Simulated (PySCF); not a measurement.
Compound: C₄H₉FOSi.
SMILES with atom numbers: `[CH3:1][O:2][Si@@H:3]1[CH2:4][CH2:5][C@H:6]1[F:7]` (hydrogens: H8, H9, H10 on C1; H11 on Si3; H12, H13 on C4; H14, H15 on C5; H16 on C6)

The same species was optimised twice, with GFN2-xTB and with PBE0-D3(BJ)/def2-SVP (PySCF), and the same property calculations (PySCF, gas phase) were run on both structures.

```csv
coordinate,GFN2-xTB,PBE0-D3(BJ)/def2-SVP,change
O2–Si3 (Å),1.616,1.655,+0.039
Si3–C4 (Å),1.914,1.891,-0.023
Si3–C6 (Å),1.915,1.896,-0.019
C6–F7 (Å),1.386,1.369,-0.017
C4–C5 (Å),1.542,1.550,+0.008
C5–C6 (Å),1.536,1.543,+0.007
C1–O2 (Å),1.399,1.400,+0.001
O2–Si3–C6 (°),110.1,119.1,+9.0
Si3–C6–F7 (°),117.3,123.3,+6.0
Si3–C6–C5 (°),90.6,86.2,-4.4
Si3–C4–C5 (°),90.5,86.2,-4.3
C5–C6–F7 (°),112.2,115.6,+3.4
O2–Si3–C4 (°),120.7,122.7,+2.0
C4–Si3–C6 (°),75.9,77.1,+1.2
C1–O2–Si3 (°),129.2,128.4,-0.8
C1–O2–Si3–C4 (°),-93,-106,-13
```

Rotational constants: A = 3922, B = 1374, C = 1122 MHz (GFN2-xTB) against A = 3840, B = 1352, C = 1077 MHz (PBE0-D3(BJ)/def2-SVP). Point groups within 0.08 Å: C1 and C1.

On the GFN2-xTB structure: HOMO (eV) -7.48 [PBE0/pcSseg-1]; LUMO (eV) 0.44 [PBE0/pcSseg-1]; dipole (D) 3.06 [PBE0/pcSseg-1]; GIAO shielding of C1 (ppm) 133.1 [PBE0/pcSseg-1]; GIAO shielding of O2 (ppm) 313.6 [PBE0/pcSseg-1]; GIAO shielding of Si3 (ppm) 346.3 [PBE0/pcSseg-1]; GIAO shielding of C4 (ppm) 174.9 [PBE0/pcSseg-1]; GIAO shielding of C5 (ppm) 160.2 [PBE0/pcSseg-1]; GIAO shielding of C6 (ppm) 87.6 [PBE0/pcSseg-1]; GIAO shielding of F7 (ppm) 396.1 [PBE0/pcSseg-1].

Question: What do these properties become on the PBE0-D3(BJ)/def2-SVP structure?

Answer: 
```tsv
property	level	on GFN2-xTB	on PBE0-D3(BJ)/def2-SVP	change
HOMO (eV)	PBE0/pcSseg-1	-7.48	-7.64	-0.16
LUMO (eV)	PBE0/pcSseg-1	0.44	0.81	+0.37
dipole (D)	PBE0/pcSseg-1	3.06	2.48	-0.58
energy, GFN2-xTB geometry as zero (kcal/mol)	PBE0/pcSseg-1	0.0	-3.7	-3.7
GIAO shielding of C1 (ppm)	PBE0/pcSseg-1	133.1	129.4	-3.7
GIAO shielding of O2 (ppm)	PBE0/pcSseg-1	313.6	303.3	-10.3
GIAO shielding of Si3 (ppm)	PBE0/pcSseg-1	346.3	349.9	+3.6
GIAO shielding of C4 (ppm)	PBE0/pcSseg-1	174.9	177.3	+2.4
GIAO shielding of C5 (ppm)	PBE0/pcSseg-1	160.2	162.6	+2.4
GIAO shielding of C6 (ppm)	PBE0/pcSseg-1	87.6	93.8	+6.2
GIAO shielding of F7 (ppm)	PBE0/pcSseg-1	396.1	398.4	+2.3
```

The heavy atoms differ by 0.190 Å rms after alignment. Among bonds between heavy atoms O2–Si3 changes most (+0.039 Å). Changes are differences of the printed values. Neither structure is proved a minimum here.

Conformer computed: `[CH3:1][O:2][Si@@H:3]1[CH2:4][CH2:5][C@H:6]1[F:7]`: C1–O2–Si3–C4 -106°.
